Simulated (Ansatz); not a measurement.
Stepwise reaction of `[F][SnH2][F]` with water, as a gas-phase model of exchange steps in deposition or etching. ΔE in kJ/mol; ΔG adds harmonic PBE0-D4 terms to CCSD(T)/CBS, at 1 bar.

Isolated molecules relaxed with PBE0-D4/def2-TZVP in Ansatz; ΔE leaves out vibrations. CBS: MP2 limit from def2 TZ/QZ plus the TZ coupled-cluster correction, frozen cores. This one scheme is used for every species. Functionals use def2-TZVPP. B3LYP here is the variant with VWN-RPA as its local correlation; programs differ in this. Elements past krypton have def2 core potentials. For Sn outer-core shells are correlated without core-valence functions, which leaves a few kJ/mol of doubt a bond. One conformer a species, not always the lowest.

| step | reaction | PBE-D4 | B3LYP-D4 | ωB97M-V | CCSD(T)/CBS | ΔG(500 K) |
| --- | --- | --- | --- | --- | --- | --- |
| 1 | `[F][SnH2][F]` + H₂O → `[OH][SnH]([F])[F]` + H₂ | -8.3 | -7.7 | -6.2 | -10.2 | -12.9 |

Question: Give the row of step 2, `[OH][SnH]([F])[F]` + H₂O → `[OH][Sn]([OH])([F])[F]` + H₂. (An estimate is asked.)

Answer: Ansatz gave: 
| step | reaction | PBE-D4 | B3LYP-D4 | ωB97M-V | CCSD(T)/CBS | ΔG(500 K) |
| --- | --- | --- | --- | --- | --- | --- |
| 2 | `[OH][SnH]([F])[F]` + H₂O → `[OH][Sn]([OH])([F])[F]` + H₂ | 7.7 | 9.2 | 11.1 | 6.5 | 10.1 |

Question: By hand: ΔE of the 2 steps together at CCSD(T)/CBS.

Answer: (-10.2) + (6.5) = -3.7 kJ/mol, or -1.8 kJ/mol a step.

In ΔE each step is higher than the one before. ΔG lies between -12.9 and 10.1 kJ/mol a step. PBE-D4 differs from CCSD(T)/CBS by 1.2 to 1.9 kJ/mol a step. Isolated molecules leave out the surface, adducts and barriers. Largest T1 diagnostic: 0.015.
